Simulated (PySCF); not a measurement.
C₂H₇ClSi₂, SMILES Cl[SiH2]/C=C/[SiH3] at its CAM-B3LYP/def2-SVP optimised geometry (Å):

```
12

Si    -0.4930    -0.3679     0.0000
C     -1.1042    -1.2788    -1.5226
C     -0.3051    -1.8429    -2.4414
Si    -0.9542    -2.7575    -3.9286
Cl    -0.2859    -1.8485    -5.6694
H      0.9952    -0.3679     0.0000
H     -0.9923    -1.0346     1.2355
H     -0.9952     1.0346     0.0000
H     -2.1919    -1.3513    -1.6675
H      0.7838    -1.7711    -2.3121
H     -2.4381    -2.7251    -3.9107
H     -0.4638    -4.1591    -3.9577
```

Level of theory: CAM-B3LYP/def2-TZVP in PySCF. Cells within 0.4 Å of a nucleus heavier than hydrogen are left out (blank, or x).

Map of the electron localisation function on the plane z = 0.0 Å:

```
|0000000000000000000000000000000|
|0000000000000000000000000000000|
|0000000000000000000000000000000|
|0000000000111000000000000000000|
|0000000136776520000000000000000|
|0000002689999973100000000000000|
|0000027999999996200000000000000|
|0000169999999998300000000000000|
|0000389999999998410000000000000|
|0000599999999998310000000000000|
|0001599999999997310112210000000|
|0000489999999996312356652000000|
|0000268999999985335799997200000|
|0000136899999754468999999610000|
|0000012578831001699999999830000|
|0000001234105x40599999999950000|
|000000011104xxx1399999999960000|
|000000001105xxx1399999999960000|
|000000011201xx60599999999950000|
|0000000123200000699999999830000|
|0000000013331002589999999610000|
|0000000012333211257999997200000|
|0000000001222211123577752000000|
|0000000000111110001122210000000|
|0000000000000000000000000000000|
|0000000000000000000000000000000|
|0000000000000000000000000000000|
|0000000000000000000000000000000|
|0000000000000000000000000000000|
|0000000000000000000000000000000|
|0000000000000000000000000000000|
```
Scale: ten equal steps from 0.000 (start of '0') to 1.000 (end of '9'), in the order '0123456789'; x runs from -3.50 to 3.50, y from -3.50 (bottom) to 3.50 (top).
